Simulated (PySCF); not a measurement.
Point-charge models of `CC(C)(CF)S(=O)(=O)Cl` against its computed dipole.

Coordinates (GFN2-xTB, Å) and charges (e) from the PBE0/pcSseg-1 density (PySCF):

```tsv
atom	x	y	z	Mulliken	IAO	Hirshfeld	ESP-fitted
C1	-0.824	1.229	-0.501	-0.1335	-0.4360	-0.1279	-0.4832
C2	-0.160	-0.044	-0.034	-0.8025	-0.1247	+0.0139	+0.2307
C3	-0.691	-0.604	1.263	-0.1332	-0.4359	-0.1279	-0.4870
C4	-0.070	-1.095	-1.133	+0.3220	+0.0293	+0.0224	+0.1044
F5	-1.326	-1.522	-1.481	-0.3238	-0.3164	-0.0997	-0.2386
S6	1.611	0.349	0.238	+1.0141	+1.9339	+0.5276	+0.7058
O7	2.297	-0.778	0.785	-0.4698	-0.8350	-0.2730	-0.4091
O8	2.166	0.985	-0.913	-0.4700	-0.8352	-0.2730	-0.4083
Cl9	1.536	1.753	1.701	-0.1238	-0.2670	-0.0315	-0.0836
H10	-0.243	1.671	-1.309	+0.1461	+0.1635	+0.0432	+0.1341
H11	-0.891	1.947	0.313	+0.1365	+0.1561	+0.0375	+0.1357
H12	-1.827	1.016	-0.866	+0.1490	+0.1669	+0.0549	+0.1769
H13	-1.679	-1.036	1.106	+0.1490	+0.1670	+0.0549	+0.1794
H14	-0.764	0.177	2.017	+0.1364	+0.1562	+0.0377	+0.1353
H15	-0.022	-1.381	1.629	+0.1459	+0.1634	+0.0432	+0.1339
H16	0.393	-0.681	-2.034	+0.1288	+0.1571	+0.0486	+0.0856
H17	0.487	-1.972	-0.790	+0.1288	+0.1570	+0.0486	+0.0882
```

Compute μ = Σ q r for each scheme (1 e·Å = 4.803 D) and compare with the dipole of the full density.

The full density gives (-2.94, 0.25, 0.49) D, 3.00 D in size; dipole vectors point from the negative to the positive end.

| scheme | μx | μy | μz | size (D) | share of the full size (%) | angle to the full dipole (°) |
| --- | --- | --- | --- | --- | --- | --- |
| Mulliken | -2.83 | 0.57 | 0.81 | 3.00 | 100 | 9 |
| IAO | -3.23 | 0.84 | 1.13 | 3.52 | 118 | 13 |
| Hirshfeld | -1.53 | 0.39 | 0.52 | 1.66 | 55 | 13 |
| ESP-fitted | -2.96 | 0.21 | 0.44 | 3.00 | 100 | 1 |

Which set comes closest?

Length of the difference vector: ESP-fitted 0.07 D, Mulliken 0.47 D, IAO 0.91 D, Hirshfeld 1.42 D. Closest: ESP-fitted. ESP charges are fitted to the potential around the molecule, whose slowest-falling term is the dipole's. The schemes that divide the density aren't constrained to reproduce the dipole.

What is left for the Hirshfeld atoms' own dipoles?

The shares of the density sum to the whole, so what Σ q r misses lies in dipoles about the nuclei. The atomic dipoles sum to (-2.94, 0.25, 0.49) − (-1.53, 0.39, 0.52) = (-1.41, -0.14, -0.03) D, 1.42 D in size.

With the origin at the mean of the coordinates, (0.000, 0.001, -0.001) Å, which are the largest single terms, by size, of the Hirshfeld dipole along the direction of the full one?

S6 -3.84, O8 +2.88, O7 +2.88, C3 -0.51, C1 -0.51 D; all 17 atoms together +1.62 D. The single terms depend on the origin, their sum doesn't.

Give the size of the full dipole in other units.

3.00 D = 1.179 au = 0.624 e·Å = 9.99 × 10⁻³⁰ C·m.

One conformer (not necessarily the lowest) at the GFN2-xTB geometry, without solvent, vibrations or thermal averaging.

The values belong to the conformer `[CH3:1][C:2]([CH3:3])([CH2:4][F:5])[S:6](=[O:7])(=[O:8])[Cl:9]`: C1–C2–C4–F5 -66°, C1–C2–S6–O7 175°.
